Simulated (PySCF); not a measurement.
A calculated (r2SCAN, PySCF 2.14, def2-QZVPPD, the non-relativistic Hamiltonian (point nucleus)) atom or ion has these occupied shells.

```
shell  electrons  orbital energy (eV)  rms radius, mean of both spins (bohr)
   1s          2             -10155.9                                 0.0572
   2s          2              -1277.3                                  0.240
   2p          6              -1133.7                                  0.213
   3s          2              -181.23                                  0.710
   3p          6              -133.97                                  0.740
   3d         10              -53.257                                  0.881
```

Name the element and its charge.

Ga³⁺ (gallium, charge +3), in [Ar] 3d10, closed-shell 1S.
